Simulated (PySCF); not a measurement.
CrF2O2, multiplicity 1.

```xyz
5

Cr     0.0000     0.0000     0.0517
O      0.0000     1.2351     0.9460
O      0.0000    -1.2351     0.9460
F     -1.3833     0.0000    -0.9098
F      1.3833     0.0000    -0.9098
```
Charge 0, spin multiplicity 1.

Coordinates come from a PBE0-D3(BJ)/def2-SVP optimisation. The multiplicity is an assumed one; other spin states were not compared. The isomer is the one that the SMILES or the coordinates give; other isomers of the formula were not compared.

Calculation: PBE/pcSseg-1 in PySCF. Non-relativistic, no solvent.

Computed absolute GIAO shielding of each atom: isotropic value and principal components (ppm):
```tsv
atom	σ(iso)	σ11	σ22	σ33	span
Cr1	-2200.8	-2523.0	-2043.6	-2035.7	487.4
O2	-924.8	-1549.4	-825.4	-399.5	1149.9
O3	-924.8	-1549.4	-825.4	-399.5	1149.9
F4	-103.2	-434.2	-33.1	157.8	592.0
F5	-103.2	-434.2	-33.1	157.8	592.0
```
